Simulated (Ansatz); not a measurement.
Ideal-gas functions of `B1OBSP1` at 800 K and 1 bar, from an Ansatz frequency run at PBE0-D4/def2-TZVP.

Molar mass 103.69 g/mol, point group C1 (symmetry number 1), electronic degeneracy 1, moments of inertia 115.389, 122.042, 233.357 u Å². Harmonic wavenumbers (cm⁻¹, unscaled): 198, 323, 391, 480, 511, 548, 668, 767, 784, 836, 862, 986, 1063, 1243, 1290, 2379, 2651, 2681.

Use S(trans) = R[1.5 ln M + 2.5 ln T − 1.1517]; rotational temperatures θ = 24.2544 K / I; S(rot) = R[ln(√π/σ · √(T³/θAθBθC)) + 1.5]; for each mode x = 1.438777 ν̃/T, S = R[x/(eˣ − 1) − ln(1 − e⁻ˣ)] and H = RT x/(eˣ − 1); 1 cm⁻¹ = 0.0119627 kJ/mol; R = 8.31446 J/(mol·K).

By hand: the entropy, in J/(mol·K).

Translation 187.3. Rotation: θ = 0.2102, 0.1987, 0.1039 K, giving 123.2. Vibration, mode by mode: 16.94, 12.95, 11.41, 9.79, 9.30, 8.76, 7.27, 6.27, 6.11, 5.67, 5.45, 4.56, 4.09, 3.17, 2.96, 0.62, 0.41, 0.39, in all 116.1. Electronic 0.0. Sum 426.6 J/(mol·K).

By hand: H − E and G − E in kJ/mol, counted from the electronic energy.

Zero-point energy ½ × 18661 × 0.0119627 = 111.6; thermal vibration 51.4; translation, rotation and pV give 4 RT = 26.6. H − E = 189.6 kJ/mol, and G − E = 189.6 − 800 × 426.6/1000 = -151.7 kJ/mol.

Vibration gives 27 % of the entropy. The sum counts one conformer and one mirror image; others add a mixing term.
